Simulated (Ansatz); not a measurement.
Reaction R1 → P1 + P2, each structure at its B3LYP-D3(BJ)/def2-TZVP stationary point, reached from a drawn start (curvature not checked).
R1: H2O3S (SMILES O=S(O)O), charge 0, multiplicity 1.
P1: H2O (SMILES O), charge 0, multiplicity 1.
P2: SO2 (SMILES O=S=O), charge 0, multiplicity 1.

P less R. No zero-point or thermal terms. One arrangement of each flexible species, with no search for the lowest.

Frozen-core correlation throughout.

The values were computed with Ansatz (a program for electronic structure). All values are computed, each at the level named.

Total energies in hartree:

```tsv
structure	PBE/def2-TZVPPD	B3LYP/def2-TZVPPD	CCSD(T)/aug-cc-pV(T+d)Z
R1	-624.786926	-625.190568	-624.344866
P1	-76.383563	-76.469448	-76.342293
P2	-548.405220	-548.725976	-548.006210
```

Question: Work out the reaction energy at each level in kJ/mol (1 hartree = 2625.49964 kJ/mol), and say how far PBE/def2-TZVPPD lies from CCSD(T)/aug-cc-pV(T+d)Z.

Answer: 
- PBE/def2-TZVPPD: (-76.383563) + (-548.405220) − (-624.786926) = -0.001857 hartree = -4.9 kJ/mol
- B3LYP/def2-TZVPPD: (-76.469448) + (-548.725976) − (-625.190568) = -0.004856 hartree = -12.7 kJ/mol
- CCSD(T)/aug-cc-pV(T+d)Z: (-76.342293) + (-548.006210) − (-624.344866) = -0.003637 hartree = -9.5 kJ/mol
PBE/def2-TZVPPD less CCSD(T)/aug-cc-pV(T+d)Z: 4.6 kJ/mol. CCSD(T)/aug-cc-pV(T+d)Z is the level counted from, the highest shown, and no exact or measured value.
